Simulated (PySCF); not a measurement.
Vertical excitations of a molecule C4H7FO from PySCF 2.14.0 with TDA-LC-ωPBE/def2-SVPD, as energy in eV (oscillator strength): 7.63 (0.007), 8.60 (0.002), 8.83 (0.022), 9.00 (0.014), 9.12 (0.016), 9.28 (0.047), 9.30 (0.025), 9.46 (0.022), 9.69 (0.008), 9.76 (0.013). Lowest triplet (TDA): 7.22 eV. Geometry optimised at PBE0-D3(BJ)/def2-SVP. One conformer was computed; it need not be the lowest.

### Question
Which structure fits?
A) C=C(F)CCO
B) COC/C=C\F
C) OC[C@H]1C[C@@H]1F
D) CO/C=C(/C)F

### Answer
C, OC[C@H]1C[C@@H]1F
